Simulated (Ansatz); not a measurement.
(CdTe)2 ring (Cd₂Te₂). Total charge 0; singlet. Geometry r2SCAN-D4/def2-SVP.

Cartesian coordinates in Å:
```
Cd 1.164 -0.735 0.362
Te -1.074 -1.993 -0.594
Cd -1.164 0.736 -0.362
Te 1.074 1.993 0.594
```

In the def2 sets Cd, Te take a core potential; there is no spin–orbit coupling. HSE06 is defined as in plane-wave codes, on full-range PBE exchange.

**Question.** Estimate the orbital energies around the gap (eV) in Ansatz with PBE-D4/def2-TZVP, r2SCAN-D4/def2-TZVP, PBE0-D4/def2-TZVP, HSE06-D4/def2-TZVP, BHLYP-D4/def2-TZVP.

**Answer.** 
```csv
orbital,PBE-D4/def2-TZVP,r2SCAN-D4/def2-TZVP,PBE0-D4/def2-TZVP,HSE06-D4/def2-TZVP,BHLYP-D4/def2-TZVP
HOMO−13,-13.22,-13.74,-15.51,-15.09,-17.69
HOMO−12,-13.17,-13.69,-15.49,-15.07,-17.68
HOMO−11,-13.13,-13.65,-15.43,-15.02,-17.63
HOMO−10,-13.08,-13.60,-15.40,-14.99,-17.61
HOMO−9,-13.06,-13.60,-15.40,-14.98,-17.61
HOMO−8,-12.99,-13.51,-15.29,-14.87,-17.48
HOMO−7,-12.97,-13.47,-15.07,-14.66,-17.04
HOMO−6,-12.91,-13.41,-15.00,-14.58,-16.79
HOMO−5,-8.54,-8.73,-9.51,-9.11,-10.30
HOMO−4,-7.27,-7.46,-8.09,-7.70,-8.79
HOMO−3,-6.12,-6.34,-6.89,-6.53,-7.51
HOMO−2,-5.78,-5.97,-6.58,-6.22,-7.29
HOMO−1,-5.59,-5.81,-6.53,-6.14,-7.21
HOMO,-5.05,-5.25,-5.94,-5.56,-6.67
LUMO,-3.82,-3.72,-3.18,-3.53,-2.56
LUMO+1,-3.40,-3.31,-2.71,-3.07,-1.98
LUMO+2,-1.45,-1.24,-0.82,-1.17,-0.17
LUMO+3,-1.02,-0.78,-0.40,-0.75,0.18
LUMO+4,-0.75,-0.42,-0.01,-0.36,0.78
LUMO+5,0.06,0.52,0.71,0.35,1.30
```
